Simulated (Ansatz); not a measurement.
The molecule MgAl, multiplicity 2 (lowest of 2S+1 = 2, 4 at CCSD(T)/def2-TZVPP on PBE0 minima; our sources give no spin for the ground state, which may be another). The T1 diagnostic near the minimum is 0.067, so single-reference values are doubtful.

```tsv
level	bond energy D_e (eV)
SVWN5/def2-TZVPP	0.737
PBE/def2-TZVPP	0.577
r2SCAN/def2-TZVPP	0.581
B97M-V/def2-TZVPP	0.525
B3LYP/def2-TZVPP	0.313
PBE0/def2-TZVPP	0.483
BHLYP/def2-TZVPP	0.206
CAM-B3LYP/def2-TZVPP	0.214
wB97X-V/def2-TZVPP	0.259
wB97M-V/def2-TZVPP	0.281
B2PLYP/def2-TZVPP	0.284
```

The rows run from 0.206 (BHLYP/def2-TZVPP) to 0.737 eV (SVWN5/def2-TZVPP). The 11 functionals in def2-TZVPP without D3 or D4 span 0.531, from BHLYP to SVWN5.

D_e counts from the fitted minimum to each atom's lowest state at the same level, without counterpoise.

Correlated levels freeze the inner cores; with def2 sets outer-core shells near the valence are correlated too.

Codes used: Ansatz (a quantum-chemistry and plane-wave program) with Gaussian orbitals. Each number belongs to the level named beside it.
